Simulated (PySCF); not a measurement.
Radial density of Be (beryllium, neutral)

B2PLYP, [He] 2s1 3s1, 3s spin antiparallel (an excited configuration). Calculation: PySCF 2.14, in aug-cc-pCVDZ (5s4p2d, 27 functions); no relativity, point nucleus.

```
r (bohr)  4πr²ρ (e/bohr)
 0.00835         0.02899
  0.0141         0.07873
  0.0236          0.2056
  0.0398          0.5127
  0.0669           1.169
   0.112           2.317
   0.189           3.620
   0.318           3.850
   0.535           2.197
   0.900          0.6119
    1.51          0.6691
    2.55          0.7136
    4.28          0.1864
    7.21        0.007596
```

The outer electron is Rydberg-like, and this basis confines it to a smaller radius and binds it less than a complete one would. With the s spin flipped the determinant is a mixture of two multiplicities, not a spectroscopic state.
